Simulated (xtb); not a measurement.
xtb input:

```bash
xtb mol.xyz --gfn 2 --sp --chrg 1 --uhf 0
```
mol.xyz:
```
3

Zr     0.16914683    -0.11984310     0.24852406
O      0.97253443    -0.02875782    -1.29127889
F     -1.61623875     0.55819851     0.04325205
```

Predict the final energy.

-9.87797 Eh (GFN2-xTB).

This state (charge 1, singlet) is run at the relaxed geometry of the species with charge 0 and multiplicity 2.
